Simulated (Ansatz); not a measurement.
Consider the ligand exchange at a B–C bond: `NBCBr` + `N=CO` → `N=COBN` + `CBr`.

Computed with Ansatz on PBE0-D4/def2-TZVP structures; ΔE is electronic, products minus reactants. CCSD(T)/CBS is the MP2 limit (def2-TZVPP, def2-QZVPP) plus CCSD(T) − MP2 in def2-TZVPP, frozen cores. This one scheme is used for every species. For Br outer-core shells are correlated without core-valence functions, which leaves a few kJ/mol of doubt a bond. Scalar relativity is left out up to krypton. Each species was taken in one conformer, which may not be the lowest.

```csv
species,HF/def2-SVP energy (Eh)
`NBCBr`,-2691.97740
`N=CO`,-168.78472
`N=COBN`,-249.11835
`CBr`,-2611.68375
```

Question: Work out ΔE.

Answer: ΔE = (-249.11835) + (-2611.68375) − (-2691.97740) − (-168.78472) = -0.03998 Eh = -105.0 kJ/mol. CCSD(T)/CBS gives -86.6 kJ/mol.

Question: What do rigid-rotor, harmonic-oscillator terms from PBE0-D4/def2-TZVP frequencies (298.15 K, 1 bar) make of the CCSD(T)/CBS value? (Estimate.)

Answer: The calculation gave: ΔZPE = +0.7 kJ/mol, ΔH = -85.8 kJ/mol, ΔS = -12 J/(mol·K), ΔG = -82.2 kJ/mol.

Largest T1 diagnostic among the species: 0.014.

At CCSD(T), def2-SVP lies −10.6 kJ/mol from the extrapolated value and def2-TZVPP −1.8 kJ/mol. Leaving LDA and LC-ωPBE aside and taking each functional with its dispersion term where it has one, the values, not all of them listed here, spread over 15.5 kJ/mol, from BHLYP-D4 to PBE-D4. From BLYP to BHLYP (50 % exact exchange), in def2-TZVPP and without D4, ΔE moves by −7.6 kJ/mol.
